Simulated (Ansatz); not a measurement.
`[GeH3][NH][GeH3]` + `N[SiH3]` → `[SiH3][NH][GeH3]` + `[NH2][GeH3]` at 400 K and 1 bar (ligand exchange at a Ge–N bond).

Gas-phase electronic energies from Ansatz, PBE0-D4/def2-TZVP geometries. CCSD(T)/CBS is the MP2 limit (def2-TZVPP, def2-QZVPP) plus CCSD(T) − MP2 in def2-TZVPP, frozen cores. This one scheme is used for every species. For Ge outer-core shells are correlated without core-valence functions, which leaves a few kJ/mol of doubt a bond. Scalar relativity is left out up to krypton.

```tsv
species	CCSD(T)/CBS energy (Eh)	H − E (kJ/mol)	S (J/(mol·K))
`[GeH3][NH][GeH3]`	-4211.13400	195.5	385.1
`N[SiH3]`	-346.80422	153.0	285.3
`[SiH3][NH][GeH3]`	-2424.11992	199.5	375.1
`[NH2][GeH3]`	-2133.81884	149.5	296.9
```

H − E and S are ideal-gas, rigid-rotor, harmonic terms from PBE0-D4/def2-TZVP, for one conformer and one mirror image of each species. 1 Eh = 2625.50 kJ/mol, R = 8.31446 J/(mol·K).

By hand: ΔE, ΔH, ΔS and ΔG.

ΔE = (-2424.11992) + (-2133.81884) − (-4211.13400) − (-346.80422) = -0.00054 Eh = -1.4 kJ/mol. Δ(H − E) = 199.5 + 149.5 − 195.5 − 153.0 = 0.5, so ΔH = -0.9 kJ/mol. ΔS = 375.1 + 296.9 − 385.1 − 285.3 = 1.6 J/(mol·K). ΔG = -0.9 − 400 × (1.6)/1000 = -1.5 kJ/mol.

By hand: the equilibrium constant, and the temperature at which ΔG would vanish if ΔH and ΔS stayed fixed.

log₁₀ K = −ΔG/(RT ln 10) = 0.2. ΔH and −TΔS have one sign here, so there is no such temperature. One of them is within its doubt of zero, so this could turn.

TΔS isn't small against ΔH here. The sign of ΔG lies within the doubt. A doubt of 5 kJ/mol in ΔE shifts log₁₀ K by 0.7 here. Other conformers and mirror images would add mixing entropy, several J/(mol·K) or more a flexible species. Modes under 60 cm⁻¹, often nearly free rotors, make the harmonic entropy too high. These are equilibria of isolated gas molecules and say nothing of rates. Largest T1 diagnostic: 0.011 (customary marks: 0.02 for closed shells, 0.045 for open ones).
